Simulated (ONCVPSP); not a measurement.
# Varying the ONCV potential for molybdenum (Mo)

Base potential:

Mo (Z = 42), optimised norm-conserving Vanderbilt (ONCV), made with ONCVPSP 4.0.1 (PBE, fully relativistic). Core [Ar] 3d10, reference 4s2 4p6 4d5 5s1. Waves: 4s+5s: rc 1.95 bohr, ncon 3, nbas 8, qcut 5 1/bohr, 2 projectors; 4p: rc 1.25 bohr, ncon 4, nbas 7, qcut 6.9 1/bohr, 2 projectors, debl 3.6 Ha; 4d: rc 1.55 bohr, ncon 5, nbas 10, qcut 5.6 1/bohr, 2 projectors, debl 0.8 Ha. Local part: polynomial inside 0.95 bohr (lpopt 5, dvloc0 0 Ha). Core correction: none.

Open shells are filled in proportion to 2j + 1.

All-electron outer shells of the reference configuration (PBE, scalar-relativistic, ld1.x):

| shell | level (eV) | outermost node (bohr) | outermost maximum (bohr) |
| --- | --- | --- | --- |
| 3d | -220.98 | – | 0.32 |
| 4s | -64.35 | 0.51 | 0.99 |
| 4p | -38.49 | 0.52 | 1.08 |
| 5s | -4.09 | 1.34 | 2.93 |
| 4d | -3.75 | 0.53 | 1.38 |

Cutoffs, loose and tight: the cutoffs (Ha) at which the residual kinetic energy of the hardest occupied pseudo-wave falls to 1 and 0.1 mHa per electron. They do not see the model core or the augmentation charge, which bear on the density cutoff. Test errors are all-electron minus pseudo excitation energies from the reference, over the configurations 4s2 4p6 4d5 5s0; 4s2 4p6 4d4 5s0; 4s2 4p6 4d3 5s0; 4s2 4p6 4d4 5s1. A dash means not determined; rows that change the core or the reference have their own tests.

| change | outcome | cutoff, loose | cutoff, tight | bound ghosts | GHOST(+) flags above zero | largest test error (meV) |
| --- | --- | --- | --- | --- | --- | --- |
| base | generated | 46 Ha | 135 Ha | none | s, d5/2, d3/2 | +4.1 |
| local potential polynomial inside 1.15 bohr (lpopt 5, dvloc0 3 Ha) | generated | 46 Ha | 135 Ha | none | s, d5/2, d3/2 | +4.2 |
| s: qcut 7.2 | generated | 46 Ha | 135 Ha | none | s, d5/2, d3/2 | +3.2 |
| core correction Teter function fitted to the true core (icmod 2), fcfact 0.35 | generated | 46 Ha | 135 Ha | none | s, d5/2, d3/2 | +5.2 |

What comes out with this change to the base: s: qcut 6.5; p: qcut 9; d: qcut 7.3?

outcome: generated; cutoff, loose: 33 Ha; cutoff, tight: 39 Ha; bound ghosts: none; GHOST(+) flags above zero: s; largest test error (meV): +2.5.
